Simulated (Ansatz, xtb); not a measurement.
# C6H10O2: which of two isomers lies lower

We compare I, `CO[C@@H]1C[C@H](C)C1=O`, a singlet, with II, `CO[C@@H]1CC(C)=C1O`, a singlet. Both are isolated molecules in the gas phase, relaxed with r2SCAN-D4/def2-SVP; the shapes shown needn't be the lowest conformers.

I (Å):

```xyz
18

C     3.7111    1.1387   -1.9252
C     1.5437    0.4499   -1.4027
C     0.0524    0.7859   -1.1670
C     0.0342   -0.1110    0.1070
C    -0.6774    0.3310    1.3694
C     1.5629    0.0084    0.0765
O     2.3546    1.5092   -1.7870
O     2.3999    0.0464    0.9395
H     3.8370    0.3584   -2.7032
H     4.1273    0.7630   -0.9745
H     4.2644    2.0368   -2.2325
H     1.6579   -0.4322   -2.0750
H    -0.6492    0.5406   -1.9762
H    -0.0357    1.8515   -0.9032
H    -0.2503   -1.1445   -0.1682
H    -0.3777    1.3540    1.6470
H    -1.7715    0.3137    1.2450
H    -0.4170   -0.3311    2.2095
```

II (Å):

```xyz
18

C     3.9491   -0.0833   -1.0521
C     1.6689    0.3267   -1.3743
C     0.5557    1.3972   -1.5687
C    -0.0281    0.9113   -0.2497
C    -1.2643    1.2918    0.4806
C     0.9782    0.0258   -0.0652
O     2.9590    0.8750   -1.3373
O     1.3395   -0.8805    0.8666
H     4.9217    0.4289   -1.0741
H     3.8083   -0.5438   -0.0562
H     3.9600   -0.8959   -1.8080
H     1.6232   -0.5111   -2.1063
H    -0.0722    1.2677   -2.4691
H     0.9763    2.4171   -1.5587
H    -1.3920    0.7088    1.4075
H    -2.1646    1.1303   -0.1390
H    -1.2602    2.3609    0.7580
H     0.7132   -0.8356    1.6041
```

**Question.** Estimate E(II) − E(I) at the level CCSD(T)/def2-SVP + ΔMP2/def2-TZVPP.

**Answer.** Calculated at CCSD(T)/def2-SVP + ΔMP2/def2-TZVPP: E(II) − E(I) = +0.541 eV, so structure I lies lower.

The same difference at several levels:

| level | geometry | E(II) − E(I) (eV) | departure from the last row (eV) | job, with rough time for the two |
| --- | --- | --- | --- | --- |
| GFN2-xTB | GFN2-xTB | +0.489 | −0.052 | optimisation, 0.65 s |
| HF/STO-3G | GFN2-xTB | +0.983 | +0.442 | single point, 2.5 s |
| r2SCAN-D4/def2-SVP//GFN2-xTB | GFN2-xTB | +0.595 | +0.053 | single point, 14 s |
| r2SCAN-D4/def2-SVP | r2SCAN-D4/def2-SVP | +0.584 | +0.043 | optimisation, 3.9 min |
| HF/def2-SVP | r2SCAN-D4/def2-SVP | +0.668 | +0.127 | part of the CCSD(T) run |
| MP2/def2-SVP | r2SCAN-D4/def2-SVP | +0.636 | +0.094 | part of the CCSD(T) run |
| CCSD(T)/def2-SVP | r2SCAN-D4/def2-SVP | +0.662 | +0.120 | single point |
| CCSD(T)/def2-SVP + ΔMP2/def2-TZVPP | r2SCAN-D4/def2-SVP | +0.541 |  | single point, 7.9 min |

As drawn, II has 1 C–O, 1 C=C, 1 O–H in place of 1 C–C, 1 C=O, 1 C–H.

The levels shown agree on the order. The largest departure from CCSD(T)/def2-SVP + ΔMP2/def2-TZVPP is that of HF/STO-3G, 0.442 eV. The last row adds to CCSD(T) the change of the MP2 difference between the two basis sets, here −0.120 eV.

With thermal terms from frequencies at re-optimised GFN2-xTB minima (ideal gas, soft modes damped towards free rotors, one conformer each, 298.15 K, 1 atm): the zero-point term adds −0.026 eV; ΔH is +0.525 and ΔG +0.507 eV.

The correlated steps freeze 8 core orbitals. Programs: Ansatz 0.2.0, xtb 6.7.1; the last row on 2 threads of Intel(R) Xeon(R) Processor @ 2.50GHz (Skylake/Cascade Lake) on a shared host.
